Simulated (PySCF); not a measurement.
Al(H)(I)(OMe) (CH4AlIO), SMILES [I][AlH][O]C. Atoms are numbered in the order given.

```xyz
8

Al     1.1047     0.9932     0.0000
H      2.6728     1.0377     0.0000
I     -0.1567    -1.1355     0.0000
O      0.2441     2.4429     0.0000
C     -1.0634     2.9169     0.0000
H     -1.2447     3.5435     0.8901
H     -1.2447     3.5435    -0.8901
H     -1.8107     2.1023     0.0000
```

Coordinates come from a PBE0-D3(BJ)/def2-SVP optimisation. The structure was generated by enumeration; whether it is a known compound was not checked. The def2 effective core potentials stand for the cores of I; spin–orbit coupling is left out. One conformer was computed; it need not be the lowest.

Computed with r2SCAN/def2-TZVP (PySCF).

ESP charges are fitted to the potential on shells at 1.4 to 2.0 van der Waals radii. Atomic charges (e):

| atom | Löwdin | ESP fit | Mulliken |
|---|---|---|---|
| Al1 | -0.16 | 0.65 | 0.50 |
| H2 | -0.11 | -0.20 | [?] |
| I3 | 0.24 | -0.21 | [?] |
| O4 | 0.07 | -0.32 | [?] |
| C5 | -0.36 | -0.18 | -0.13 |
| H6 | 0.11 | 0.10 | 0.10 |
| H7 | 0.11 | 0.10 | 0.10 |
| H8 | 0.10 | 0.07 | 0.10 |

Problem. Complete the blanks. (Estimate from the structure and the level; the computed values follow.)

Solution. 
- H2, Mulliken: -0.08
- I3, Mulliken: -0.24
- O4, Mulliken: -0.36
